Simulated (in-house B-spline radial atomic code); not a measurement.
A fraction x of an electron is removed from 3p in Cr3+, starting from [Ar] 3d3 and keeping the highest spin. Method: non-relativistic BHandHLYP, spin-polarised, spherical fractional occupations, point nucleus. Calculated with a radial B-spline atomic code at the basis-set limit.

Caution: exact exchange at fractional occupations of open shells leaves self-interaction of up to several eV.

```tsv
x	E(x) - E(0) (eV)	3p down level (eV)
0	0.0000	-87.790
0.12	10.6392	-89.533
0.23	20.5767	-91.151
0.29	26.0724	-92.042
0.42	38.1642	-93.989
0.5	45.7317	-95.199
0.55	50.5106	-95.960
0.66	?	?
0.75	?	?
0.95	90.1288	-102.164
1	95.2567	-102.953
```

What belongs in the row x = 0.66?

An energy change of 61.1589 eV; 3p down at -97.646 eV.

What belongs in the row x = 0.75?

An energy change of 70.0095 eV; 3p down at -99.037 eV.

Check Janak's theorem between x = 0.12 and 0.23.

The slope of the energy is 90.34 eV; the orbital levels give 90.34 eV (-ε of the emptying orbital, averaged over the two points).
